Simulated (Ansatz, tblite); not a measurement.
Cost and result up the ladder for cyclo-(Cl2SnNH)3 (Sn3N3Cl6H3) (15 atoms). The state is a singlet with charge 0. Geometry: PBE-D4/def2-SVP.

Cartesian coordinates in Å:
```
Sn 1.916 -0.751 -0.080
Cl 3.348 -2.611 0.035
Cl 3.291 1.138 -0.454
N 0.554 -1.055 -1.579
Sn -1.146 0.079 -1.709
Cl -0.751 2.232 -2.608
Cl -2.660 -0.980 -3.161
N -1.962 0.130 0.168
Sn -0.815 0.547 1.812
Cl -2.008 -0.057 3.744
Cl -0.301 2.847 2.023
N 0.849 -0.636 1.664
H 1.031 -1.094 -2.495
H -2.826 0.692 0.174
H 1.479 -0.482 2.466
```

Ansatz on 2 threads of AMD EPYC 7R13 on a shared host and a share (18 GiB) of an NVIDIA H100 80GB HBM3; xTB runs through tblite on one thread. Times are rough, summed over both states, and most runs start from the orbitals of an earlier one. ωB97M-V/def2-TZVP serves as the yardstick here, not as an exact answer. The other state is a doublet.

In the def2 sets Sn takes a core potential; there is no spin–orbit coupling. The xTB rows come from tblite. Single mean-field runs in def2-TZVP are fitted with def2-universal-jkfit.

Run but left out: PBE-D4/def2-TZVP (charge +1 doublet: an occupied level 0.07 eV above an empty one).

Raw xTB energies of ions are shifted by several eV.

| level | functions | vertical IE (eV) | difference from ωB97M-V/def2-TZVP (eV) |
| --- | --- | --- | --- |
| GFN2-xTB | 96 | 13.96 | 3.56 |
| GFN1-xTB | 99 | 13.98 | 3.58 |
| PBE0-D4/def2-TZVP | 483 | 10.09 | -0.31 |
| ωB97M-V/def2-TZVP | 483 | 10.40 | 0.00 |

Question: Estimate how long each takes.

Answer: GFN1-xTB 0.085 s; GFN2-xTB 0.14 s; PBE0-D4/def2-TZVP 27 s; ωB97M-V/def2-TZVP 33 s. On shared hardware such times vary by a factor of up to 3.
